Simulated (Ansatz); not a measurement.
The cluster As₂Se₃⁻. Total charge -1; doublet. Geometry PBE-D4/def2-SVPD.

Cartesian coordinates in Å:
```
As -0.4216 1.1308 1.0385
As 1.2816 -0.8471 0.4172
Se -2.5280 0.9485 0.2328
Se 1.2019 1.2954 -0.8287
Se 0.4661 -2.5276 -0.8597
```

Another isomer (doublet) lies 0.09 eV lower at PBE0-D4/def2-TZVPD; other spin states weren't run for this one.

Problem. Estimate the α-spin orbital energies around the gap (eV) in Ansatz with PBE-D4/def2-TZVPD, r2SCAN-D4/def2-TZVPD, PBE0-D4/def2-TZVPD, r2SCAN0-D4/def2-TZVPD.

Solution. 
| orbital | PBE-D4/def2-TZVPD | r2SCAN-D4/def2-TZVPD | PBE0-D4/def2-TZVPD | r2SCAN0-D4/def2-TZVPD |
| --- | --- | --- | --- | --- |
| HOMO−9 | -4.97 | -5.33 | -6.16 | -6.40 |
| HOMO−8 | -4.08 | -4.42 | -5.23 | -5.45 |
| HOMO−7 | -4.01 | -4.34 | -5.22 | -5.44 |
| HOMO−6 | -3.58 | -3.92 | -4.75 | -4.98 |
| HOMO−5 | -3.04 | -3.32 | -4.10 | -4.30 |
| HOMO−4 | -2.31 | -2.62 | -3.46 | -3.68 |
| HOMO−3 | -1.92 | -2.16 | -2.94 | -3.11 |
| HOMO−2 | -1.64 | -1.88 | -2.67 | -2.84 |
| HOMO−1 | -1.44 | -1.67 | -2.41 | -2.57 |
| HOMO | -1.09 | -1.34 | -2.03 | -2.23 |
| LUMO | 1.19 | 1.20 | 1.74 | 1.74 |
| LUMO+1 | 1.46 | 1.61 | 2.12 | 2.22 |
| LUMO+2 | 1.49 | 1.62 | 2.15 | 2.22 |
| LUMO+3 | 2.21 | 2.51 | 2.78 | 2.99 |
| LUMO+4 | 2.68 | 3.17 | 3.06 | 3.37 |
| LUMO+5 | 2.98 | 3.48 | 3.40 | 3.67 |
| β HOMO | -1.36 | -1.57 | -2.31 | -2.46 |
| β LUMO | -0.68 | -0.71 | -0.18 | -0.17 |
